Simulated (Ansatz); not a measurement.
Consider the atomization: `F/C=N\B[SiH3]` → B• + C• + F• + 5 H• + N• + Si•.

Isolated molecules relaxed with PBE0-D4/def2-TZVP in Ansatz; ΔE leaves out vibrations. CCSD(T)/CBS is the MP2 limit (def2-TZVPP, def2-QZVPP) plus CCSD(T) − MP2 in def2-TZVPP, frozen cores. This one scheme is used for every species, atoms too. For atomizations the MP2-based limit and the directly extrapolated one differ by several kJ/mol either way, and by 10 to 25 for some Ge, Se and Sn compounds, so smaller differences from it don't rank the levels. DFT in def2-TZVPP. HSE06 is defined as in plane-wave codes. Open shells (•) are unrestricted, without spin–orbit coupling. Spin–orbit coupling would lower the free atoms: a little for B, C, F, Si. Each species was taken in one conformer, which may not be the lowest.

```csv
level,ΔE (kcal/mol),difference from CCSD(T)/CBS
r2SCAN-D4,869.4,10.0
B97M-V,870.0,10.6
HSE06-D4,868.5,9.1
CAM-B3LYP-D4,873.0,13.6
ωB97X-V,869.1,9.7
PBE-QIDH,855.6,-3.8
HSE06,865.3,5.9
BHLYP,834.6,-24.8
HF/def2-TZVPP,620.0,-239.4
HF/CBS(def2),621.7,-237.7
CCSD(T)/CBS,859.4,0
```

Largest T1 diagnostic among the species: 0.015.

In def2-TZVPP, CCSD(T) changes the Hartree–Fock value by +216.2 kcal/mol (the triples alone add +14.6 kcal/mol) and MP2 by +231.3 kcal/mol; breaking electron pairs costs correlation energy, which Hartree–Fock lacks. From PBE to PBE0 (25 % exact exchange), in def2-TZVPP and without D4, ΔE moves by −21.3 kcal/mol: exact exchange takes away binding that semilocal exchange gives to molecules. Leaving LDA and LC-ωPBE aside and taking each functional with its dispersion term where it has one, the values, not all of them listed here, spread over 50.1 kcal/mol, from BHLYP-D4 to PBE-D4. LDA lies +114.1 kcal/mol from PBE without D4, its usual overbinding.
